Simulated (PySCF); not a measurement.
H₇NO₂Si₂, SMILES N[Si@H](O)O[SiH3]. Atoms are numbered in the order given.

```xyz
12

N     -2.1477     0.7061     0.5750
Si    -0.9575    -0.0878    -0.3681
O     -0.6331    -1.5841     0.2783
O      0.5323     0.6317    -0.3904
Si     2.0819     0.2404     0.0651
H     -1.9830     0.9145     1.5541
H     -2.7269     1.4179     0.1445
H     -1.4817    -0.1233    -1.7563
H     -1.3960    -2.0920     0.5677
H      2.1563    -0.0266     1.5334
H      2.5768    -0.9576    -0.6754
H      2.9534     1.4071    -0.2559
```

Geometry optimised at PBE0-D3(BJ)/def2-SVP. The structure was generated by enumeration; whether it is a known compound was not checked. The values are those of a single conformer.

All values below come from PBE0-D3(BJ)/def2-SVP (PySCF).

Frequencies are harmonic and unscaled.

| mode | ν (cm⁻¹) | IR (km/mol) | Raman (Å⁴/amu) | depolarisation | moving atoms (share of kinetic energy) |
|---|---|---|---|---|---|
| 1 | 40 | 4.8 | 0.1 | 0.64 | O 41 %, H 23 %, N 20 %, Si 16 % |
| 2 | 78 | 4.6 | 0.2 | 0.61 | O 51 %, Si 31 %, H 17 % |
| 3 | 89 | 0.6 | 0.1 | 0.74 | H 91 % |
| 4 | 196 | 2.5 | 1.3 | 0.67 | H 59 %, O 22 %, N 15 % |
| 5 | 229 | 65.1 | 2.6 | 0.75 | H 77 %, N 11 %, O 8 % |
| 6 | 283 | 26.8 | 2.0 | 0.66 | H 41 %, O 28 %, Si 20 %, N 10 % |
| 7 | 374 | 81.7 | 2.0 | 0.72 | H 53 %, O 21 %, Si 15 %, N 12 % |
| 8 | 378 | 1.1 | 1.6 | 0.66 | O 44 %, H 28 %, Si 27 % |
| 9 | 431 | 222.9 | 1.6 | 0.22 | H 65 %, N 30 % |
| 10 | 618 | 8.4 | 12.3 | 0.26 | Si 47 %, H 26 %, O 22 % |
| 11 | 722 | 23.8 | 15.2 | 0.75 | H 85 %, Si 9 % |
| 12 | 742 | 32.1 | 6.6 | 0.55 | H 79 %, O 11 %, Si 9 % |
| 13 | 755 | 63.1 | 4.5 | 0.64 | H 72 %, N 10 %, Si 9 %, O 9 % |
| 14 | 796 | 181.0 | 3.8 | 0.71 | H 84 %, O 13 % |
| 15 | 825 | 33.0 | 9.9 | 0.37 | H 46 %, O 38 %, N 8 % |
| 16 | 887 | 62.8 | 5.4 | 0.65 | H 39 %, N 34 %, Si 23 % |
| 17 | 915 | 292.6 | 2.1 | 0.72 | H 66 %, Si 20 %, O 13 % |
| 18 | 950 | 76.7 | 20.6 | 0.75 | H 91 % |
| 19 | 953 | 76.8 | 24.7 | 0.75 | H 95 % |
| 20 | 967 | 297.6 | 2.3 | 0.73 | H 47 %, Si 32 %, O 12 %, N 9 % |
| 21 | 998 | 310.0 | 15.2 | 0.75 | H 76 %, Si 17 % |
| 22 | 1085 | 409.5 | 3.5 | 0.71 | O 70 %, Si 18 %, H 11 % |
| 23 | 1542 | 65.2 | 5.8 | 0.73 | H 89 %, N 11 % |
| 24 | 2232 | 129.6 | 107.5 | 0.27 | H 97 % |
| 25 | 2240 | 116.0 | 115.5 | 0.27 | H 97 % |
| 26 | 2249 | 132.5 | 153.2 | 0.22 | H 97 % |
| 27 | 2281 | 152.1 | 136.7 | 0.15 | H 97 % |
| 28 | 3610 | 33.7 | 119.0 | 0.11 | H 96 % |
| 29 | 3710 | 37.6 | 70.2 | 0.74 | H 91 %, N 9 % |
| 30 | 3941 | 100.8 | 97.6 | 0.28 | H 94 % |
